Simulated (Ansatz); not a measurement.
`BC` + `[OH][GeH3]` → `B[O][GeH3]` + CH₄  (ligand exchange at a B–C bond)

Calculated with Ansatz (gas phase, PBE0-D4/def2-TZVP geometries, no zero-point term in ΔE). CCSD(T)/CBS is the MP2 limit (def2-TZVPP, def2-QZVPP) plus CCSD(T) − MP2 in def2-TZVPP, frozen cores. This one scheme is used for every species. DFT in def2-TZVPP. B3LYP here is the variant with VWN-RPA as its local correlation; programs differ in this. HSE06 is defined as in plane-wave codes. For Ge outer-core shells are correlated without core-valence functions, which leaves a few kJ/mol of doubt a bond. Scalar relativity is left out up to krypton.

```
             level  ΔE (kJ/mol)  difference from CCSD(T)/CBS
         revPBE-D4       -144.4                          4.4
        r2SCAN0-D4       -148.0                          0.8
      CAM-B3LYP-D4       -154.1                         -5.3
            B2PLYP       -152.9                         -4.1
          PBE-QIDH       -147.4                          1.4
              BLYP       -151.9                         -3.1
             B3LYP       -151.1                         -2.3
           r2SCANh       -148.1                          0.7
             HSE06       -143.7                          5.1
           LC-ωPBE       -144.5                          4.3
     CCSD/def2-SVP       -167.5                        -18.7
   CCSD/def2-TZVPP       -150.6                         -1.8
CCSD(T)/def2-TZVPP       -152.1                         -3.3
    MP2/def2-QZVPP       -150.8                         -2.0
SCS-MP2/def2-QZVPP       -151.4                         -2.6
     MP2/CBS(def2)       -149.3                         -0.5
       CCSD(T)/CBS       -148.8                            0
```

Task: What do rigid-rotor, harmonic-oscillator terms from PBE0-D4/def2-TZVP frequencies (298.15 K, 1 bar) make of the CCSD(T)/CBS value? (Best estimate.)

Result: The calculation gave: ΔZPE = +3.6 kJ/mol, ΔH = -144.7 kJ/mol, ΔS = -28 J/(mol·K), ΔG = -136.3 kJ/mol.

Largest T1 diagnostic among the species: 0.013.

Leaving LDA and LC-ωPBE aside and taking each functional with its dispersion term where it has one, the values, not all of them listed here, spread over 10.0 kJ/mol, from BLYP-D4 to revPBE-D4. LDA lies −4.9 kJ/mol from PBE without D4. At CCSD(T), def2-SVP lies −21.2 kJ/mol from the extrapolated value and def2-TZVPP −3.4 kJ/mol.
